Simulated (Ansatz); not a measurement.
# Nudged elastic band run: C2H4OSi

Input:

```yaml
crystal:
  periodic: [false, false, false]
  atoms:
    - { symbol: O, position_ang: [-0.250857, 0.491934, 2.239529] }
    - { symbol: C, position_ang: [-0.239432, 0.312665, 1.04596] }
    - { symbol: C, position_ang: [0.587566, 0.687343, -0.137213] }
    - { symbol: Si, position_ang: [-0.49996, -0.896185, -0.446944] }
    - { symbol: H, position_ang: [1.680275, 0.839197, -0.033896] }
    - { symbol: H, position_ang: [0.103795, 1.489989, -0.734395] }
    - { symbol: H, position_ang: [-1.457367, -0.742979, -1.593987] }
    - { symbol: H, position_ang: [0.168081, -2.239163, -0.394855] }
basis:
  gaussian: { orbitals: def2-SVP }
hamiltonian:
  xc: revpbe
  dispersion: d4
neb:
  order_check: false
  images: 4
  f_tol: 0.05
  max_iterations: 60
  initial_path: idpp
  climbing: false
  final_atoms:
    - { symbol: O, position_ang: [-0.25035476, 0.49066892, 2.23868383] }
    - { symbol: C, position_ang: [-0.23875703, 0.31145439, 1.04525765] }
    - { symbol: C, position_ang: [0.58734905, 0.68866353, -0.13786145] }
    - { symbol: Si, position_ang: [-0.49797708, -0.89661196, -0.44778166] }
    - { symbol: H, position_ang: [1.67992042, 0.83929022, -0.03341452] }
    - { symbol: H, position_ang: [0.10472866, 1.49273909, -0.73323598] }
    - { symbol: H, position_ang: [0.1663298, -2.24104903, -0.39621455] }
    - { symbol: H, position_ang: [-1.45913807, -0.74235416, -1.5912343] }
```

Launched with:

```bash
$ ansatz run input.yaml --threads 1 --pin off --max-ram 2048MiB --backend cpu --events-out ev --progress --plain --runs-dir out
```

Output, in part (warnings, iteration lines, the closing report on the highest movable image, with atoms numbered from 0):

```
NEB end point (image 0): max|allowed force component| = 1.470e-2 eV/Å (the criterion of neb.relax_end_points is 1.000e-2)
NEB end point (image 5): max|allowed force component| = 4.056e-3 eV/Å (the criterion of neb.relax_end_points is 1.000e-2)
NEB iter   1: max|band force component| = 2.688e0 eV/Å  barrier→ = 2.0044 eV  barrier← = 2.0045 eV  Δτ_max = 0.1318 Å  (222 SCF iters)
NEB iter   2: max|band force component| = 2.163e0 eV/Å  barrier→ = 1.4265 eV  barrier← = 1.4265 eV  Δτ_max = 0.2000 Å  (149 SCF iters)
NEB iter   3: max|band force component| = 1.542e0 eV/Å  barrier→ = 1.4044 eV  barrier← = 1.4045 eV  Δτ_max = 0.0991 Å  (140 SCF iters)
NEB iter   4: max|band force component| = 1.019e0 eV/Å  barrier→ = 1.3185 eV  barrier← = 1.3186 eV  Δτ_max = 0.2000 Å  (124 SCF iters)
NEB iter   5: max|band force component| = 5.469e-1 eV/Å  barrier→ = 1.2451 eV  barrier← = 1.2451 eV  Δτ_max = 0.1565 Å  (133 SCF iters)
NEB iter   6: max|band force component| = 7.917e-1 eV/Å  barrier→ = 1.1149 eV  barrier← = 1.1149 eV  Δτ_max = 0.0849 Å  (128 SCF iters)
NEB iter   7: max|band force component| = 7.844e-1 eV/Å  barrier→ = 0.9801 eV  barrier← = 0.9801 eV  Δτ_max = 0.1650 Å  (132 SCF iters)
NEB iter   8: max|band force component| = 1.536e0 eV/Å  barrier→ = 0.8171 eV  barrier← = 0.8171 eV  Δτ_max = 0.0814 Å  (134 SCF iters)
NEB iter   9: max|band force component| = 6.184e-1 eV/Å  barrier→ = 0.6589 eV  barrier← = 0.6590 eV  Δτ_max = 0.1690 Å  (132 SCF iters)
NEB iter  10: max|band force component| = 4.555e-1 eV/Å  barrier→ = 0.8306 eV  barrier← = 0.8307 eV  Δτ_max = 0.1676 Å  (129 SCF iters)
NEB iter  11: max|band force component| = 8.727e-1 eV/Å  barrier→ = 0.9177 eV  barrier← = 0.9178 eV  Δτ_max = 0.0836 Å  (127 SCF iters)
NEB iter  12: max|band force component| = 5.502e-1 eV/Å  barrier→ = 0.9950 eV  barrier← = 0.9950 eV  Δτ_max = 0.0831 Å  (124 SCF iters)
NEB iter  13: max|band force component| = 1.226e-1 eV/Å  barrier→ = 0.9460 eV  barrier← = 0.9461 eV  Δτ_max = 0.0731 Å  (118 SCF iters)
NEB iter  14: max|band force component| = 1.785e-1 eV/Å  barrier→ = 0.9911 eV  barrier← = 0.9912 eV  Δτ_max = 0.0363 Å  (124 SCF iters)
NEB iter  15: max|band force component| = 4.265e-2 eV/Å  barrier→ = 0.9898 eV  barrier← = 0.9899 eV  Δτ_max = 0.0000 Å  (252 SCF iters)
Total energy: -12052.86825469 eV, -442.9347386324 hartree
Atom 0 at     0.501423     0.037106     2.293096 Å, force     0.089507    -0.045662    -0.276218 eV/Å
Atom 1 at     0.489696     0.102100     1.090521 Å, force     0.190173    -0.441706    -0.364191 eV/Å
Atom 2 at    -0.070961     0.923475     0.023146 Å, force    -0.176695     0.199093    -0.101853 eV/Å
Atom 3 at    -0.163794    -0.898328    -0.635241 Å, force     1.195060     0.047894     0.402747 eV/Å
Atom 4 at     0.799314     0.972304    -0.672043 Å, force    -0.174823     0.624126    -0.079146 eV/Å
Atom 5 at    -0.693003     1.841154     0.064361 Å, force    -0.262301     0.045383     0.228195 eV/Å
Atom 6 at    -0.206013    -0.830534    -2.143771 Å, force     0.237035    -0.256245     0.082751 eV/Å
Atom 7 at    -0.564562    -2.204475    -0.075870 Å, force    -1.097957    -0.172883     0.107715 eV/Å
Dipole moment:    -0.142088     0.168755    -0.466432 e Å
```

It converged. No image climbed, so the highest image needn't sit at the top of the path. Another band between the same ends, with other settings, climbed to 0.60 eV only, so this may not be the lowest route.

Final band (atoms are numbered from 1 in the order of the input):

```json
{"image": "0", "path coordinate (Å)": "0.00", "energy (kJ/mol)": "0.0", "dihedral O1–C2–Si4–H8 (°)": "-49"}
{"image": "1", "path coordinate (Å)": "1.30", "energy (kJ/mol)": "51.7", "dihedral O1–C2–Si4–H8 (°)": "-47"}
{"image": "2", "path coordinate (Å)": "2.61", "energy (kJ/mol)": "53.2", "dihedral O1–C2–Si4–H8 (°)": "-46"}
{"image": "3", "path coordinate (Å)": "3.91", "energy (kJ/mol)": "95.5", "dihedral O1–C2–Si4–H8 (°)": "-12"}
{"image": "4", "path coordinate (Å)": "5.22", "energy (kJ/mol)": "1.1", "dihedral O1–C2–Si4–H8 (°)": "40"}
{"image": "5", "path coordinate (Å)": "6.52", "energy (kJ/mol)": "0.0", "dihedral O1–C2–Si4–H8 (°)": "121"}
```

Run time: 2.1 min on 1 thread of Arm Neoverse V1 (shared host), peak memory 0.14 GiB.
